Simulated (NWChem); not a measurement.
System: 1,1,1-trifluoroethane (C2H3F3); SMILES FC(F)(C)F

Here is an NWChem input.

```
start job
memory heap 200 mb stack 700 mb global 900 mb
geometry units angstroms noautosym nocenter noautoz
  C      0.000000     0.000000    -1.477291
  C      0.000000     0.000000     0.029437
  F     -0.887907    -0.889998     0.525909
  F     -0.326807     1.213949     0.525909
  F      1.214714    -0.323951     0.525909
  H      0.268358    -0.993676    -1.843313
  H      0.726369     0.729243    -1.843313
  H     -0.994728     0.264433    -1.843313
end
basis spherical
  * library def2-svp
end
dft
  xc m06-2x
  iterations 150
end
cosmo
  dielec 25.0
end
task dft energy
```

Parts of the log:

```
             Northwest Computational Chemistry Package (NWChem) 7.3.0
             --------------------------------------------------------

                             Geometry "geometry" -> ""
                             -------------------------

 Output coordinates in angstroms (scale by  1.889725989 to convert to a.u.)

  No.       Tag          Charge          X              Y              Z
 ---- ---------------- ---------- -------------- -------------- --------------
    1 C                    6.0000     0.00000000     0.00000000    -1.47729100
    2 C                    6.0000     0.00000000     0.00000000     0.02943700
    3 F                    9.0000    -0.88790700    -0.88999800     0.52590900
    4 F                    9.0000    -0.32680700     1.21394900     0.52590900
    5 F                    9.0000     1.21471400    -0.32395100     0.52590900
    6 H                    1.0000     0.26835800    -0.99367600    -1.84331300
    7 H                    1.0000     0.72636900     0.72924300    -1.84331300
    8 H                    1.0000    -0.99472800     0.26443300    -1.84331300

 Effective nuclear repulsion energy (a.u.)     200.6084800132

                                 NWChem DFT Module
                                 -----------------

 Summary of "ao basis" -> "ao basis" (spherical)
 ------------------------------------------------------------------------------
       Tag                 Description            Shells   Functions and Types
 ---------------- ------------------------------  ------  ---------------------
 C                          def2-svp                 6       14   3s2p1d
 F                          def2-svp                 6       14   3s2p1d
 H                          def2-svp                 3        5   2s1p

 in cosmo_initialize ...

 solvent parameters
 solvname_short: unkn
 solvname_long:  unknown
 dielec:       25.0000

          ---------------
          -cosmo- solvent
          ---------------
 Cosmo: York-Karplus, doi: 10.1021/jp992097l
 dielectric constant -eps-     =  25.00
 screen = (eps-1)/(eps    )    =   0.96000
 surface charge correction     = lagrangian

   van der Waals surface
 --------------------------

 ---------- ATOMIC COORDINATES (A.U.) ------------ VDWR(ANG.) --
     1    0.00000000    0.00000000   -2.79167520     2.000
     2    0.00000000    0.00000000    0.05562786     2.000
     3   -1.67790093   -1.68185235    0.99382390     1.720
     4   -0.61757568    2.29403097    0.99382390     1.720
     5    2.29547661   -0.61217862    0.99382390     1.720
     6    0.50712309   -1.87777536   -3.48335648     1.300
     7    1.37263838    1.37806945   -3.48335648     1.300
     8   -1.87976335    0.49970591   -3.48335648     1.300
 number of segments per atom =         32
 number of   points per atom =         32
 atom (   nspa,  nppa )
 ----------------------
    1 (     21,     0 )       0
    2 (      8,     0 )       0
    3 (     19,     0 )       0
    4 (     20,     0 )       0
    5 (     20,     0 )       0
    6 (     14,     0 )       0
    7 (     15,     0 )       0
    8 (     14,     0 )       0
 number of -cosmo- surface points =      131
 molecular surface =    101.646 angstrom**2
 molecular volume  =     79.140 angstrom**3
 G(cav/disp)       =      1.368 kcal/mol
 -lineq- algorithm             =   0
 -bem- low  level              =   2
 -bem- from -octahedral-
 gaussian surface charge width =   4.50000
 degree of switching           =   1.00000
 switching function tolerance  =   0.00010
 atomic radii =
 --------------
    1  6.000  2.000
    2  6.000  2.000
    3  9.000  1.720
    4  9.000  1.720
    5  9.000  1.720
    6  1.000  1.300
    7  1.000  1.300
    8  1.000  1.300
 ...... end of -cosmo- initialization ......

            General Information
            -------------------
          SCF calculation type: DFT
          Wavefunction type:  closed shell.
          No. of atoms     :     8
          No. of electrons :    42
           Alpha electrons :    21
            Beta electrons :    21
          Charge           :     0
          Spin multiplicity:     1
          Use of symmetry is: off; symmetry adaption is: off
          Maximum number of iterations: 150
          AO basis - number of functions:    85
                     number of shells:    39
          Convergence on energy requested:  1.00D-06
          Convergence on density requested:  1.00D-05
          Convergence on gradient requested:  5.00D-04

              XC Information
              --------------
                       M06-2X Method XC Functional
                     Hartree-Fock (Exact) Exchange  0.540
                        M06-2X Exchange Functional  1.000
                      M06-2X Correlation Potential  1.000

             Grid Information
             ----------------
          Grid used for XC integration:  medium
          Radial quadrature: Mura-Knowles
          Angular quadrature: Lebedev.
          Tag              B.-S. Rad. Rad. Pts. Rad. Cut. Ang. Pts.
          ---              ---------- --------- --------- ---------
          C                   0.70       49           8.0       434
          F                   0.50       49           9.0       434
          H                   0.35       45           7.0       434
          Grid pruning is: on
          Number of quadrature shells:   380
          Spatial weights used:  Erf1

      Superposition of Atomic Density Guess
      -------------------------------------

 Sum of atomic energies:        -374.62499218

      Non-variational initial energy
      ------------------------------

 Total energy =    -376.419779
 1-e energy   =    -918.815322
 2-e energy   =     341.787063
 HOMO         =      -0.447507
 LUMO         =       0.133265

   convergence    iter        energy       DeltaE   RMS-Dens  Diis-err
 ---------------- ----- ----------------- --------- --------- ---------
     COSMO gas phase
 d= 0,ls=0.0,diis     1   -376.9890037133 -5.78D+02  1.54D-02  1.37D+00
 d= 0,ls=0.0,diis     2   -376.9983397082 -9.34D-03  7.18D-03  1.68D+00
 d= 0,ls=0.0,diis     3   -377.1394423148 -1.41D-01  7.41D-04  9.08D-03
 d= 0,ls=0.0,diis     4   -377.1401442473 -7.02D-04  2.88D-04  1.20D-03
 d= 0,ls=0.0,diis     5   -377.1402549124 -1.11D-04  4.96D-05  2.35D-05
  Resetting Diis
 d= 0,ls=0.0,diis     6   -377.1402580269 -3.11D-06  1.59D-05  2.53D-06
 d= 0,ls=0.0,diis     7   -377.1402583691 -3.42D-07  5.37D-06  1.43D-07

   convergence    iter        energy       DeltaE   RMS-Dens  Diis-err
 ---------------- ----- ----------------- --------- --------- ---------
     COSMO solvation phase
 d= 0,ls=0.0,diis     1   -377.1446152692 -4.36D-03  9.31D-04  1.78D-03
 d= 0,ls=0.0,diis     2   -377.1450411597 -4.26D-04  2.00D-04  2.64D-04
 d= 0,ls=0.0,diis     3   -377.1450618529 -2.07D-05  9.22D-05  1.22D-04
 d= 0,ls=0.0,diis     4   -377.1450726675 -1.08D-05  2.29D-05  3.02D-06
 d= 0,ls=0.0,diis     5   -377.1450730278 -3.60D-07  4.39D-06  9.98D-08

         Total DFT energy =     -377.145073027832
      One electron energy =     -920.437373328856
           Coulomb energy =      385.844214065818
    Exchange-Corr. energy =      -43.223776549598
 Nuclear repulsion energy =      200.608480013196

             COSMO energy =        0.063382771608

 Numeric. integr. density =       42.000002644291

                                   COSMO solvation results
                                   -----------------------

                 gas phase energy =      -377.140258369119
                 sol phase energy =      -377.145073027832
 (electrostatic) solvation energy =         0.004814658713 (    3.02 kcal/mol)

                       DFT Final Molecular Orbital Analysis
                       ------------------------------------

 Vector   19  Occ=2.000000D+00  E=-4.722242D-01
              MO Center=  9.5D-02,  1.0D-01, -1.3D+00, r^2= 2.0D+00
   Bfn.  Coefficient  Atom+Function         Bfn.  Coefficient  Atom+Function
  ----- ------------  ---------------      ----- ------------  ---------------
    76      0.347111  7 H  s                  4      0.301419  1 C  px
     5      0.294721  1 C  py                34      0.212899  3 F  pz
    81     -0.177542  8 H  s                 71     -0.169616  6 H  s
    37     -0.150065  3 F  pz                 7      0.125997  1 C  px
     8      0.123161  1 C  py                77      0.112113  7 H  s

 Vector   20  Occ=2.000000D+00  E=-4.721981D-01
              MO Center= -9.5D-02, -1.0D-01, -1.3D+00, r^2= 2.0D+00
   Bfn.  Coefficient  Atom+Function         Bfn.  Coefficient  Atom+Function
  ----- ------------  ---------------      ----- ------------  ---------------
     5     -0.301482  1 C  py                71      0.302924  6 H  s
    81     -0.298349  8 H  s                  4      0.294785  1 C  px
    48      0.185640  4 F  pz                62     -0.183038  5 F  pz
    51     -0.130871  4 F  pz                65      0.129029  5 F  pz
     8     -0.126147  1 C  py                 7      0.123323  1 C  px

 Vector   21  Occ=2.000000D+00  E=-4.542029D-01
              MO Center= -1.1D-05, -3.4D-06, -3.9D-01, r^2= 2.3D+00
   Bfn.  Coefficient  Atom+Function         Bfn.  Coefficient  Atom+Function
  ----- ------------  ---------------      ----- ------------  ---------------
     6      0.370639  1 C  pz                20     -0.326375  2 C  pz
    34     -0.275047  3 F  pz                48     -0.274957  4 F  pz
    62     -0.274950  5 F  pz                37      0.194363  3 F  pz
    51      0.194303  4 F  pz                65      0.194298  5 F  pz
     9      0.176350  1 C  pz                16      0.158727  2 C  s

 Vector   22  Occ=0.000000D+00  E= 1.242675D-01
              MO Center=  2.6D-03,  2.6D-03, -1.9D+00, r^2= 4.6D+00
   Bfn.  Coefficient  Atom+Function         Bfn.  Coefficient  Atom+Function
  ----- ------------  ---------------      ----- ------------  ---------------
     3      3.014831  1 C  s                 72     -1.274112  6 H  s
    77     -1.279005  7 H  s                 82     -1.274174  8 H  s
    17     -0.742668  2 C  s                  9     -0.354163  1 C  pz
    45      0.155263  4 F  s                 59      0.155270  5 F  s
    31      0.153152  3 F  s                  2      0.148344  1 C  s

 Vector   23  Occ=0.000000D+00  E= 1.637263D-01
              MO Center=  3.6D-01,  3.6D-01, -1.6D+00, r^2= 3.8D+00
   Bfn.  Coefficient  Atom+Function         Bfn.  Coefficient  Atom+Function
  ----- ------------  ---------------      ----- ------------  ---------------
    77      1.732568  7 H  s                 72     -0.869771  6 H  s
    82     -0.866131  8 H  s                  8     -0.783626  1 C  py
     7     -0.778781  1 C  px                 5     -0.209098  1 C  py
    19     -0.209348  2 C  py                 4     -0.207784  1 C  px
    18     -0.207790  2 C  px                31     -0.189546  3 F  s

 Vector   24  Occ=0.000000D+00  E= 1.638553D-01
              MO Center= -3.6D-01, -3.6D-01, -1.6D+00, r^2= 3.8D+00
   Bfn.  Coefficient  Atom+Function         Bfn.  Coefficient  Atom+Function
  ----- ------------  ---------------      ----- ------------  ---------------
    72      1.499394  6 H  s                 82     -1.501428  8 H  s
     7     -0.782576  1 C  px                 8      0.777762  1 C  py
     4     -0.209098  1 C  px                18     -0.209638  2 C  px
     5      0.207786  1 C  py                19      0.208072  2 C  py
    21     -0.173399  2 C  px                22      0.171755  2 C  py

     Multipole analysis of the density
     ---------------------------------

     L   x y z        total         alpha         beta         nuclear
     -   - - -        -----         -----         ----         -------
     0   0 0 0     -0.000000    -21.000000    -21.000000     42.000000

     1   1 0 0     -0.000834     -0.000416     -0.000416     -0.000002
     1   0 1 0     -0.000812     -0.000406     -0.000406     -0.000000
     1   0 0 1     -1.071844     -0.519368     -0.519368     -0.033108

     2   2 0 0    -21.012522    -51.440510    -51.440510     81.868498
     2   1 1 0     -0.001317     -0.000668     -0.000668      0.000018
     2   1 0 1      0.002382      0.001188      0.001188      0.000007
     2   0 2 0    -21.012477    -51.440506    -51.440506     81.868535
     2   0 1 1      0.002308      0.001154      0.001154     -0.000000
     2   0 0 2    -18.378254    -64.113181    -64.113181    109.848107
```

Level: M06-2X/def2-SVP, COSMO on the gas-phase geometry. All runs use the structure optimised with B3LYP/6-31G* (spherical d). COSMO prints the solvation energy as gas minus solution, so a positive value is a stabilisation.
